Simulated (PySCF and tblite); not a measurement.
Results of a calculation; reference values are marked as such.
System: C3H3BrF4O, numbered as in [OH:1][C@@H:2]([C@@H:3]([F:4])[Br:5])[C:6]([F:7])([F:8])[F:9].

For the rotation about the C2–C3 bond (torsion O1–C2–C3–F4 from 178° to 273°, rising): electronic barrier 4.57 kcal/mol, zero-point change -0.05 kcal/mol, thermal and entropy terms at 400 K a further 1.02 kcal/mol (symmetry numbers apart). The minimum is C1, the saddle C1. Level: CAM-B3LYP/pcSseg-1 + D3(BJ), IEF-PCM chloroform on GFN2-xTB stationary points, with GFN2-xTB thermal terms. Rate constants are transition-state-theory values, counting equivalent paths, without tunnelling. Programs: tblite and PySCF.

(1) How many equivalent paths lead out of the minimum?

(2) Work out the rate at 400 K.

Spin–orbit effects of heavy atoms on shieldings are missing.

Results:

(1) 1: the symmetry number of the minimum is 1, that of the saddle displaced along its mode 1.

(2) ΔG‡ = 5.54 kcal/mol; k_B T/h = 8.3×10¹² s⁻¹; exp(−ΔG‡/RT) = 0.00094; times 1 gives k = 7.8×10⁹ s⁻¹. Wigner's tunnelling factor for the 34i cm⁻¹ mode would be 1.00.
